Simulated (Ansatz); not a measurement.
Al3P3H6Cl6⁻, that is (Cl2Al-mu-PH2)3 with one electron more. Charge -1, multiplicity 2. Geometry PBE-D4/def2-SVP, that of the neutral singlet; atoms count from 1.

| atom | x (Å) | y (Å) | z (Å) |
| --- | --- | --- | --- |
| Al1 | -2.236 | 0.219 | 0.395 |
| Cl2 | -1.706 | -0.436 | 2.363 |
| Cl3 | -4.230 | 0.775 | -0.063 |
| P4 | -1.419 | -1.609 | -0.948 |
| Al5 | 0.975 | -1.651 | -1.236 |
| Cl6 | 1.739 | -3.600 | -1.572 |
| Cl7 | 1.262 | -0.100 | -2.679 |
| P8 | 1.762 | -0.687 | 0.829 |
| Al9 | 1.501 | 1.711 | 1.010 |
| Cl10 | 3.072 | 2.558 | -0.140 |
| Cl11 | 1.206 | 2.323 | 3.020 |
| P12 | -0.642 | 1.964 | -0.087 |
| H13 | -1.929 | -2.816 | -0.381 |
| H14 | -2.010 | -1.655 | -2.246 |
| H15 | 3.153 | -1.001 | 0.926 |
| H16 | 1.247 | -1.379 | 1.965 |
| H17 | -0.517 | 2.188 | -1.490 |
| H18 | -1.230 | 3.195 | 0.335 |

The highest occupied level of the charge -1 doublet lies above zero (up to 1.13 eV). By energy differences its removal costs 0.23 eV (vertical, to the charge 0 singlet, at PBE0-D4/def2-SVP); self-interaction error and the lack of diffuse functions both raise the level.

(1) Estimate the Mulliken populations from the PBE0/def2-SVP orbitals of Ansatz.

(2) Where does the spin sit?

(3) And the Mayer bond orders between bonded heavy atoms (over 0.3)?

## Answers

(1) 
| atom | charge (e) | spin (α − β) |
| --- | --- | --- |
| Al1 | 0.59 | 0.22 |
| Cl2 | -0.36 | 0.01 |
| Cl3 | -0.33 | 0.01 |
| P4 | -0.27 | 0.00 |
| Al5 | 0.59 | 0.22 |
| Cl6 | -0.33 | 0.01 |
| Cl7 | -0.35 | 0.00 |
| P8 | -0.32 | 0.09 |
| Al9 | 0.68 | 0.06 |
| Cl10 | -0.34 | 0.01 |
| Cl11 | -0.34 | 0.01 |
| P12 | -0.33 | 0.10 |
| H13 | 0.02 | 0.04 |
| H14 | 0.02 | 0.03 |
| H15 | -0.01 | 0.09 |
| H16 | 0.05 | 0.00 |
| H17 | 0.05 | 0.00 |
| H18 | -0.01 | 0.10 |
Mulliken values and Mayer orders depend strongly on the basis.

(2) Summed by element: Al 0.50, Cl 0.04, P 0.19, H 0.27, of 1 unpaired in all. Largest on single atoms: Al5 0.22, Al1 0.22, P12 0.10.

(3) Al1–Cl2 0.95 (2.14 Å); Al1–Cl3 1.01 (2.12 Å); Al1–P4 0.65 (2.41 Å); Al1–P12 0.74 (2.41 Å); P4–Al5 0.66 (2.41 Å); Al5–Cl6 1.01 (2.12 Å); Al5–Cl7 0.96 (2.14 Å); Al5–P8 0.74 (2.41 Å); P8–Al9 0.65 (2.42 Å); Al9–Cl10 1.02 (2.12 Å); Al9–Cl11 1.02 (2.12 Å); Al9–P12 0.65 (2.42 Å).
